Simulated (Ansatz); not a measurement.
`CNC[SiH2]Cl` + H₂O → `CNCO` + `[SiH3]Cl`  (formal hydrolysis of a C–Si bond)

Gas-phase electronic energies from Ansatz, PBE0-D4/def2-TZVP geometries. CCSD(T)/CBS adds triple-zeta CCSD(T) − MP2 to the extrapolated MP2 energy (def2 sets, frozen cores). This one scheme is used for every species. Each species was taken in one conformer, which may not be the lowest.

`CNC[SiH2]Cl`:

Z-matrix (Å, degrees):
```
C
N 1 1.447
H 1 1.091 2 109.4
H 1 1.102 2 113.9 3 -121.6
H 1 1.093 2 110.1 3 117.9
C 2 1.450 1 114.0 3 174.0
H 2 1.012 1 109.5 3 51.0
Si 6 1.880 2 114.6 1 72.0
H 6 1.097 2 108.6 1 -172.2
H 6 1.106 2 114.1 1 -53.8
Cl 8 2.066 6 112.2 2 -83.0
H 8 1.485 6 108.8 2 159.9
H 8 1.482 6 111.3 2 37.7
```

H₂O:

Cartesian coordinates in Å:
```
O -0.345 0.126 0.129
H -0.070 0.011 -0.783
H 0.414 -0.137 0.654
```

`CNCO`:

```xyz
11

C     0.488   -0.375   -1.302
N    -0.144   -0.583   -0.017
C    -0.156    0.589    0.820
O    -0.946    0.375    1.954
H     0.481   -1.308   -1.868
H     1.530   -0.020   -1.243
H    -0.081    0.363   -1.874
H     0.303   -1.343    0.481
H    -0.531    1.422    0.206
H     0.834    0.877    1.203
H    -1.778    0.004    1.640
```

`[SiH3]Cl`:

Z-matrix (Å, degrees):
```
Si
Cl 1 2.054
H 1 1.481 2 108.5
H 1 1.481 2 108.5 3 -120.0
H 1 1.481 2 108.5 3 120.0
```

```csv
species,HF/def2-QZVPP energy (Eh)
`CNC[SiH2]Cl`,-883.41729
H₂O,-76.06663
`CNCO`,-209.20348
`[SiH3]Cl`,-750.27045
```

Problem. Work out ΔE.

Solution. ΔE = (-209.20348) + (-750.27045) − (-883.41729) − (-76.06663) = 0.00999 Eh = +26.2 kJ/mol. CCSD(T)/CBS gives +55.9 kJ/mol.

Largest T1 diagnostic among the species: 0.010.

In def2-TZVPP, CCSD(T) changes the Hartree–Fock value by +23.5 kJ/mol (the triples alone add +2.4 kJ/mol) and MP2 by +31.3 kJ/mol. The D4 term adds +12.4 kJ/mol with B3LYP and +7.1 kJ/mol with PBE0; it sums over pairs of atoms, weighted by their polarisabilities, and B3LYP, whose exchange is more repulsive, gets the larger term.

B3LYP here is the variant with VWN-RPA as its local correlation; programs differ in this.
